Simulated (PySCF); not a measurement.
Geometry:
| atom | x (Å) | y (Å) | z (Å) |
| --- | --- | --- | --- |
| C1 | -1.171 | 1.331 | 0.467 |
| P2 | -0.069 | -0.052 | 0.050 |
| C3 | -1.025 | -1.196 | -0.988 |
| C4 | 0.298 | -0.923 | 1.603 |
| Al5 | 1.886 | 0.766 | -1.060 |
| Cl6 | 0.991 | 1.654 | -2.776 |
| Cl7 | 2.623 | 2.127 | 0.400 |
| Cl8 | 3.005 | -1.011 | -1.379 |
| H9 | -0.617 | 2.029 | 1.112 |
| H10 | -1.425 | 1.858 | -0.464 |
| H11 | -2.088 | 0.994 | 0.973 |
| H12 | -1.942 | -1.540 | -0.488 |
| H13 | -0.387 | -2.057 | -1.236 |
| H14 | -1.278 | -0.678 | -1.925 |
| H15 | 0.848 | -0.236 | 2.263 |
| H16 | -0.617 | -1.272 | 2.104 |
| H17 | 0.952 | -1.777 | 1.378 |

Geometry: PBE0-D3(BJ)/def2-SVP; GIAO shifts from PySCF 2.14, gas phase, non-relativistic, averaged over equivalent atoms.

At PBE0/pcSseg-0 (110 basis functions, 12 s wall time on 1 thread of an Arm Neoverse V2, shared host):
```json
{"atoms": "C1/C3/C4", "δ (ppm)": "8.1"}
{"atoms": "P2", "δ (ppm)": "-181.8"}
{"atoms": "Al5", "δ (ppm)": "77.5"}
{"atoms": "Cl6/Cl7/Cl8", "δ (ppm)": "-23.9"}
{"atoms": "H9/H10/H11/H12/H13/H14/H15/H16/H17", "δ (ppm)": "1.23"}
```

Scale: ¹³C (σ = 193.52 ppm) and ¹H (σ = 32.83 ppm) vs TMS; ³¹P (σ = 281.41 ppm) vs H3PO4; AlH4- for ²⁷Al (σ = 475.92 ppm); ³⁵Cl (σ = 952.40 ppm) against HCl (reference shieldings calculated alike).

Q: What do these become at PBE0/aug-cc-pVDZ?

A: 
```json
{"atoms": "C1/C3/C4", "δ at PBE0/aug-cc-pVDZ": "9.8", "change": "+1.7"}
{"atoms": "P2", "δ at PBE0/aug-cc-pVDZ": "-69.0", "change": "+112.8"}
{"atoms": "Al5", "δ at PBE0/aug-cc-pVDZ": "45.8", "change": "-31.7"}
{"atoms": "Cl6/Cl7/Cl8", "δ at PBE0/aug-cc-pVDZ": "-4.0", "change": "+19.9"}
{"atoms": "H9/H10/H11/H12/H13/H14/H15/H16/H17", "δ at PBE0/aug-cc-pVDZ": "1.35", "change": "+0.12"}
```

Chemical shifts δ = σref − σ; ¹³C (σref 195.12), ¹H (σref 31.39) against TMS; H3PO4 for ³¹P (σref 372.04); AlH4- for ²⁷Al (σref 541.08); HCl for ³⁵Cl (σref 967.65), all at this level.

The largest change is at P2 (phosphorus bonded to 3 C, Al). Cost: 285 basis functions, 56 s wall time on 1 thread of an Arm Neoverse V2, shared host.

Experimental scales use liquid or dissolved standards, which lie at an offset from isolated H3PO4.
